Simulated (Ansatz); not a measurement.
Two members of one family (Zr oxide hydroxide), computed with Ansatz in the gas phase; def2 core potentials for Zr, no spin–orbit coupling. The two geometries come from different levels. Binding counts from free atoms in the multiplicity of their measured ground term, without zero-point energy. A dash marks a value that wasn't run or was left out as unsound. The structures are stationary points that may keep the symmetry of their start. Remarks come from the PBE and PBE0 runs and from stability tests at other levels; not every state was tested. HOMO above LUMO (over both spins in singlets and doublets, within one spin in higher multiplets; at PBE or PBE0), or a gap under 0.15 eV within one spin, warns that the state may not be the lowest or that an electron is smeared out.

First: ZrO4H4 (with an O–O bond) (singlet, charge 0, PBE-D4/def2-SVP geometry).

| atom | x (Å) | y (Å) | z (Å) |
| --- | --- | --- | --- |
| Zr1 | -0.1406 | -0.0127 | -0.1862 |
| O2 | 0.6914 | 0.8105 | 1.7890 |
| O3 | 1.6058 | 0.0773 | 0.8780 |
| O4 | 0.4215 | -0.3097 | -2.0010 |
| O5 | -1.4202 | -1.3111 | 0.4384 |
| H6 | 0.7158 | -0.4907 | -2.9032 |
| H7 | -1.8687 | -2.1537 | 0.5929 |
| H8 | 1.0047 | 1.7377 | 1.7091 |
| H9 | -1.0097 | 1.6524 | -0.3171 |

```tsv
level	HOMO (eV)	LUMO (eV)	gap (eV)	vertical triplet (eV)	binding per atom (eV)
PBE-D4/def2-SVP	-6.07	-1.89	4.17	–	–
PBE-D4/def2-TZVP	-6.23	-2.11	4.12	3.96	–
r2SCAN-D4/def2-TZVP	-6.58	-1.76	4.82	3.95	–
PBE0-D4/def2-SVP	-7.54	-0.65	6.89	–	3.93
CAM-B3LYP-D4/def2-TZVP	-9.12	0.12	9.24	–	3.96
```

Metal–donor distances: 4 × O 1.92 to 2.30 Å, 1 × H 1.88 Å.

Second: Zr2O5H2 (singlet, charge 0, B3LYP-D4/def2-SVP geometry).

Cartesian coordinates in Å:
```
Zr 0.1421 -0.9291 -0.8067
Zr 0.1937 1.0647 1.5180
O 1.1588 0.8356 -0.0602
O -0.7733 -0.4746 1.1071
O 1.2059 -2.6021 -0.9288
O -0.9205 -0.5860 -2.1806
O -0.8559 2.6983 1.6163
H -1.4941 3.3287 1.2706
H 1.3433 -3.3355 -1.5358
```

Estimate the same table for the second.


```tsv
level	HOMO (eV)	LUMO (eV)	gap (eV)	vertical triplet (eV)	binding per atom (eV)
PBE-D4/def2-SVP	-5.67	-3.73	1.94	–	–
PBE-D4/def2-TZVP	-5.80	-3.83	1.97	3.17	–
r2SCAN-D4/def2-TZVP	-6.04	-3.46	2.58	3.22	–
PBE0-D4/def2-SVP	-7.16	-3.12	4.04	–	5.20
CAM-B3LYP-D4/def2-TZVP	-8.68	-2.56	6.12	–	5.18
```

Remarks: gap within one spin near zero at PBE or PBE0 (triplet).
